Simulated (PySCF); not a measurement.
Gas-phase reaction: GeF₃ + 2 H = GeH₂F₂ + F

Energies from PySCF (xtb for GFN2), thermal terms from the rigid-rotor harmonic-oscillator model, ideal gas at 1 bar. † marks an energy on the PBE0/def2-TZVP geometry and frequencies; other levels use their own. CCSD(T) freezes the core. Open shells (unrestricted): GeF₃ (multiplicity 2), H (multiplicity 2), F (multiplicity 2); the rest are closed-shell singlets. GFN2 has no spin-polarisation term. Spin-orbit splitting is ignored; it lowers the true energy and changes the entropy of F. B3LYP is the form with VWN-RPA correlation. Ge: all electrons, no relativistic terms. GeF₃, GeH₂F₂: computed as isolated molecules; such fragments, hydroxides, amides, oligomers or adducts are transient or little studied in the gas. CCSD(T) isn't extrapolated to the basis-set limit.

```tsv
level	ΔH°(298 K), kJ
B3LYP/def2-TZVP†	___
BLYP/def2-TZVP†	-143
CCSD(T)/def2-SVP†	___
GFN2-xTB	-235
HF/def2-TZVP†	___
M06-2X/def2-TZVP†	-149
PBE/def2-SVP	-123
PBE0/def2-SVP†	___
LDA/def2-TZVP†	-122
```

Question: Fill in the missing entries.

Answer: 
- B3LYP/def2-TZVP†, ΔH°(298 K), kJ: -173
- CCSD(T)/def2-SVP†, ΔH°(298 K), kJ: -193
- HF/def2-TZVP†, ΔH°(298 K), kJ: -179
- PBE0/def2-SVP†, ΔH°(298 K), kJ: -168
